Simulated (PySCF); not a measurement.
Series CXY, Y = fluoro, computed as singlets and as triplets. All species are isolated molecules in the gas phase. One relaxed conformer stands for each flexible species; it need not be the lowest. Strings in code marks are SMILES.

These are PySCF with PBE-D3(BJ)/def2-TZVP // PBE0-D3(BJ)/def2-TZVP values and carry that method's errors. All candidates: neutral, multiplicity 3. 

| Quantity | Value |
|---|---|
| dipole moment | 1.16 D |
| highest occupied spin orbital | -4.96 eV |

Question: Identify which member has these values.
A) `[CH]F` (excited triplet)
B) `C#C[C]F` (triplet; the order of the spin states depends on the level)
C) `F[C][SiH3]` (lower triplet)
D) `F[C]Cl` (excited triplet)

Answer: B, `C#C[C]F` (triplet; the order of the spin states depends on the level). The others give `F[C]Cl` (excited triplet): 0.44 D, -4.50 eV; `[CH]F` (excited triplet): 0.94 D, -4.80 eV; `F[C][SiH3]` (lower triplet): 0.76 D, -5.02 eV
